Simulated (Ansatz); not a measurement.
Stepwise reaction of `[NH]=[Mo](=[NH])([OH])[OH]` with ammonia, as a gas-phase model of exchange steps in deposition or etching. ΔE in kJ/mol; ΔG adds harmonic PBE0-D4 terms to CCSD(T)/CBS, at 1 bar.

Program: Ansatz. Geometries: PBE0-D4/def2-TZVP. ΔE: electronic, gas phase. CCSD(T)/CBS is the MP2 limit (def2-TZVPP, def2-QZVPP) plus CCSD(T) − MP2 in def2-TZVPP, frozen cores. This one scheme is used for every species. DFT in def2-TZVPP. B3LYP here is the variant with VWN-RPA as its local correlation; programs differ in this. def2 core potentials past Kr. For Mo outer-core shells are correlated without core-valence functions, which leaves a few kJ/mol of doubt a bond. One conformer a species, not always the lowest.

| step | reaction | PBE-D4 | B3LYP-D4 | ωB97M-V | CCSD(T)/CBS | ΔG(600 K) |
| --- | --- | --- | --- | --- | --- | --- |
| 2 | `[NH]=[Mo](=[NH])([NH2])[OH]` + NH₃ → `[NH]=[Mo](=[NH])([NH2])[NH2]` + H₂O | 33.6 | 32.9 | 32.9 | 27.5 | 25.5 |

Q: Give the row of step 1, `[NH]=[Mo](=[NH])([OH])[OH]` + NH₃ → `[NH]=[Mo](=[NH])([NH2])[OH]` + H₂O. (Estimate.)

A: The calculation gave: 
```tsv
step	reaction	PBE-D4	B3LYP-D4	ωB97M-V	CCSD(T)/CBS	ΔG(600 K)
1	`[NH]=[Mo](=[NH])([OH])[OH]` + NH₃ → `[NH]=[Mo](=[NH])([NH2])[OH]` + H₂O	29.4	28.7	28.7	22.7	15.7
```

Q: By hand: ΔE of the 2 steps together at CCSD(T)/CBS.

A: (22.7) + (27.5) = 50.2 kJ/mol, or 25.1 kJ/mol a step.

In ΔE the steps differ by no more than 4.8 kJ/mol. All are uphill at CCSD(T)/CBS. ΔG lies between 15.7 and 25.5 kJ/mol a step. PBE-D4 differs from CCSD(T)/CBS by 6.1 to 6.7 kJ/mol a step. Isolated molecules leave out the surface, adducts and barriers. Largest T1 diagnostic: 0.022.
